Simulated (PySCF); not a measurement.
An equivalent PySCF input for Xe+ (xenon, charge +1), [Kr] 4d10 5s2 5p5, 2P determinant, with scalar relativity through the core potential:

```python
from pyscf import gto, scf, dft, mp, cc
import basis_set_exchange as bse
txt = bse.get_basis("def2-SVP", elements=["Xe"], fmt="nwchem", header=False)
cut = txt.index("\nECP")
mol = gto.M(atom="Xe 0 0 0", charge=1, spin=1, symmetry="D2h",
            basis=gto.basis.parse(txt[:cut]),
            ecp={"Xe": gto.basis.parse_ecp(txt[cut:])})
mf = scf.UHF(mol)
mf.irrep_nelec = {'Ag': (4, 4), 'B1g': (1, 1), 'B2g': (1, 1), 'B3g': (1, 1), 'B1u': (2, 2), 'B2u': (2, 2), 'B3u': (2, 1)}
mf.kernel()
```

It reaches the same state as the run whose output follows, and the same energy. The run itself started from symmetry-adapted Hartree-Fock orbitals and held the occupation by maximum overlap, so the iterations belong to that start.

```
SCF conv_tol = 1e-09
number electrons alpha = 13  beta = 12
cycle= 1 E= -327.876302292649  delta_E= -0.00551  |g|= 0.0281  |ddm|= 0.0876
cycle= 2 E= -327.876934001067  delta_E= -0.000632  |g|= 0.0106  |ddm|= 0.0299
cycle= 3 E= -327.877042087503  delta_E= -0.000108  |g|= 0.000782  |ddm|= 0.018
cycle= 4 E= -327.877042688086  delta_E= -6.01e-07  |g|= 0.000163  |ddm|= 0.0016
cycle= 5 E= -327.877042704117  delta_E= -1.6e-08  |g|= 4.35e-05  |ddm|= 0.000318
cycle= 6 E= -327.877042706136  delta_E= -2.02e-09  |g|= 9.95e-06  |ddm|= 0.000154
cycle= 7 E= -327.877042706259  delta_E= -1.23e-10  |g|= 1.06e-06  |ddm|= 4.68e-05
converged SCF energy = -327.877042706259  <S^2> = 0.75899945  2S+1 = 2.0089793
```

Energies and moments cover only the electrons outside the core potential.
